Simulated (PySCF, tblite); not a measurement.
Isomers of C7H9O (doublet state). Calculated harmonic vibrations of the isolated species, GFN2-xTB (tblite), most abundant isotopes, no scaling. Against measured fundamentals such values can be off by several per cent, at times by over 20. One conformer each. Open shells enter through the occupations alone, without spin polarisation, and single modes of such species can be off by tens of per cent.

Electronic energies: B3LYP/pcH-1 single points on the GFN2-xTB geometries (PySCF, gas phase).

```json
{"SMILES": "C=CC[C]1C=CCO1", "electronic energy, lowest = 0 (kJ/mol)": "0.0"}
{"SMILES": "[CH]=C=CC(=O)CCC", "electronic energy, lowest = 0 (kJ/mol)": "27.5"}
{"SMILES": "OC[C@@]12[CH][C@H]3[C@@H](C1)[C@H]32", "electronic energy, lowest = 0 (kJ/mol)": "246.5"}
```

Q: How do GFN2-xTB zero-point energies change the relative energies?

A: 
```csv
SMILES,ZPE (kJ/mol),of it from modes above 1550 cm⁻¹,electronic (kJ/mol),"with ZPE, lowest = 0 (kJ/mol)",lowest mode (cm⁻¹),rings
C=CC[C]1C=CCO1,359.1,173.1,0.0,0.0,28,1
[CH]=C=CC(=O)CCC,354.0,186.7,27.5,22.5,44,0
OC[C@@]12[CH][C@H]3[C@@H](C1)[C@H]32,362.9,166.4,246.5,250.3,59,3
```

The zero-point energies span 8.9 kJ/mol, from `[CH]=C=CC(=O)CCC` to `OC[C@@]12[CH][C@H]3[C@@H](C1)[C@H]32`. The order is unchanged.

Q: And how do the electronic energies of GFN2-xTB itself compare?

A: `C=CC[C]1C=CCO1` 0.0; `[CH]=C=CC(=O)CCC` 94.1; `OC[C@@]12[CH][C@H]3[C@@H](C1)[C@H]32` 161.8 kJ/mol, lowest = 0. Against the energies above, taken from the same isomer `C=CC[C]1C=CCO1`, the largest difference is 84.7 kJ/mol.

Q: What do entropy and thermal enthalpy add at 298.15 K and 1 bar (rigid rotor, harmonic oscillator, one conformer each)?

A: 
| SMILES | point group | symmetry number | S (J/(mol K)) | H − H(0) (kJ/mol) | ZPE + H − H(0) − TS (kJ/mol) |
| --- | --- | --- | --- | --- | --- |
| C=CC[C]1C=CCO1 | C1 | 1 | 385.7 | 23.97 | 268.1 |
| [CH]=C=CC(=O)CCC | Cs | 1 | 412.4 | 28.03 | 259.1 |
| OC[C@@]12[CH][C@H]3[C@@H](C1)[C@H]32 | C1 | 1 | 355.0 | 21.44 | 278.5 |

S holds R ln(2S + 1) for the spin.
